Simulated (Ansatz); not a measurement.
Geometry optimisation, RHF/def2-SVP (Ansatz 0.2.0).

Input file:

```yaml
crystal:
  periodic: [false, false, false]
  atoms:
    - { symbol: Ge, position_ang: [-0.036941, 0.165171, -0.00917] }
    - { symbol: H, position_ang: [0.014151, 0.187801, 1.538236] }
    - { symbol: Ge, position_ang: [2.235911, 0.113423, -0.968164] }
    - { symbol: H, position_ang: [2.657218, -1.321027, -1.299041] }
    - { symbol: H, position_ang: [2.268591, 0.954876, -2.251641] }
    - { symbol: H, position_ang: [3.233512, 0.714837, 0.033402] }
    - { symbol: H, position_ang: [-0.811333, 1.4001, -0.480013] }
    - { symbol: O, position_ang: [-1.033162, -1.202098, -0.528653] }
    - { symbol: H, position_ang: [-0.803786, -2.053583, -0.187407] }
    - { symbol: Br, position_ang: [1.242194, -2.629971, 1.885483] }
    - { symbol: H, position_ang: [0.635545, -1.361229, 2.374369] }
basis:
  gaussian: { orbitals: def2-SVP }
hamiltonian:
  xc: hf
relax:
  f_tol: 0.03
  max_steps: 50
output:
  orbitals: {}
```

Launched with:

```bash
$ ansatz run input.yaml --threads 4 --pin off --max-ram 5120MiB --backend cpu --events-out ev --progress --plain --runs-dir out
```

Task: Where does it end, and by what steps?

Result: The forces met the threshold. The force dipped under the threshold on the way, but the program's further checks kept it going. After 25 steps the energy has fallen by 0.278 eV; H11 moved furthest, 1.71 Å.

```tsv
step	energy less start (eV)	largest force component (eV/Å)	accepted
0	0.0000	1.754	yes
1	-0.1791	0.250	yes
2	-0.2160	0.262	yes
3	-0.2327	0.114	yes
4	-0.2411	0.101	yes
5	-0.2494	0.099	yes
6	-0.2525	0.206	yes
7	-0.2566	0.073	yes
8	-0.2595	0.029	yes
9	-0.2538	0.442	no
10	-0.2611	0.090	yes
11	-0.2626	0.096	yes
12	-0.2633	0.124	yes
13	-0.2656	0.124	yes
14	-0.2674	0.083	yes
15	-0.2697	0.117	yes
16	-0.2709	0.115	yes
17	-0.2727	0.086	yes
18	-0.2746	0.096	yes
19	-0.2754	0.092	yes
20	-0.2757	0.092	yes
21	-0.2765	0.049	yes
22	-0.2764	0.078	no
23	-0.2775	0.013	yes
24	-0.2777	0.016	yes
25	-0.2778	0.026	yes
```

```xyz
11
Properties=species:S:1:pos:R:3
Ge 0.062 0.456 -0.056
H 0.242 0.659 1.459
Ge 2.244 0.352 -1.185
H 3.029 -0.882 -0.714
H 2.058 0.263 -2.707
H 3.068 1.608 -0.861
H -0.821 1.572 -0.619
O -0.852 -1.035 -0.344
H -0.461 -1.839 -0.040
Br 0.981 -3.360 2.131
H 0.051 -2.825 3.044
```

Whether the end is a true minimum wasn't checked by a vibrational analysis.

Run time: 55 s on 4 threads of Arm Neoverse V2, on a shared host, peak memory 0.45 GiB.
